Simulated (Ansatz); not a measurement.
Consider the formal exchange of groups at a P–N bond: `CN(C)P` + `C[Si](C)(C)Cl` → `C[Si](C)(P)Cl` + `CN(C)C`.

Program: Ansatz. Geometries: PBE0-D4/def2-TZVP. ΔE: electronic, gas phase. CCSD(T)/CBS is the MP2 limit (def2-TZVPP, def2-QZVPP) plus CCSD(T) − MP2 in def2-TZVPP, frozen cores. Functionals use def2-TZVPP. One conformer a species, not always the lowest.

| species | BLYP energy (Eh) |
| --- | --- |
| `CN(C)P` | -477.09977 |
| `C[Si](C)(C)Cl` | -869.50524 |
| `C[Si](C)(P)Cl` | -1172.15527 |
| `CN(C)C` | -174.44004 |

(1) Work out ΔE.

Largest T1 diagnostic among the species: 0.011.

Results:

(1) ΔE = (-1172.15527) + (-174.44004) − (-477.09977) − (-869.50524) = 0.00970 Eh = +25.5 kJ/mol. CCSD(T)/CBS gives +25.9 kJ/mol.

In def2-TZVPP, CCSD(T) changes the Hartree–Fock value by −10.3 kJ/mol (the triples alone add −2.1 kJ/mol) and MP2 by −7.1 kJ/mol. From PBE to PBE0 (25 % exact exchange), in def2-TZVPP and without D4, ΔE moves by +3.3 kJ/mol.
